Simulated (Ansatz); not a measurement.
Reaction (substitution at a C–F bond): tetrafluoromethane + `[OH][SnH3]` → `FC(F)(F)[O][SnH3]` + H–F

Isolated molecules relaxed with PBE0-D4/def2-TZVP in Ansatz; ΔE leaves out vibrations. CCSD(T)/CBS adds triple-zeta CCSD(T) − MP2 to the extrapolated MP2 energy (def2 sets, frozen cores). This one scheme is used for every species. Functionals use def2-TZVPP. Elements past krypton have def2 core potentials. For Sn outer-core shells are correlated without core-valence functions, which leaves a few kJ/mol of doubt a bond.

```tsv
species	PBE0-D4 energy (Eh)
`FC(F)(F)F`	-437.27504
`[OH][SnH3]`	-291.87397
`FC(F)(F)[O][SnH3]`	-628.76740
H–F	-100.39410
```

Task: Work out ΔE.

Result: ΔE = (-628.76740) + (-100.39410) − (-437.27504) − (-291.87397) = -0.01249 Eh = -32.8 kJ/mol. CCSD(T)/CBS gives -39.1 kJ/mol.

Task: What do rigid-rotor, harmonic-oscillator terms from PBE0-D4/def2-TZVP frequencies (298.15 K, 1 bar) make of the CCSD(T)/CBS value? (An estimate is asked.)

Result: Ansatz gave: ΔZPE = -4.4 kJ/mol, ΔH = -40.0 kJ/mol, ΔS = 2 J/(mol·K), ΔG = -40.5 kJ/mol. Modes under 50 cm⁻¹ make the entropy rough.

Largest T1 diagnostic among the species: 0.014.

In def2-TZVPP, CCSD(T) changes the Hartree–Fock value by −10.0 kJ/mol (the triples alone add −1.1 kJ/mol) and MP2 by −12.5 kJ/mol. From BLYP to BHLYP (50 % exact exchange), in def2-TZVPP and without D4, ΔE moves by −4.9 kJ/mol. Leaving LDA and LC-ωPBE aside and taking each functional with its dispersion term where it has one, the values, not all of them listed here, spread over 9.9 kJ/mol, from BHLYP-D4 to B97M-V. LDA lies −5.1 kJ/mol from PBE without D4.
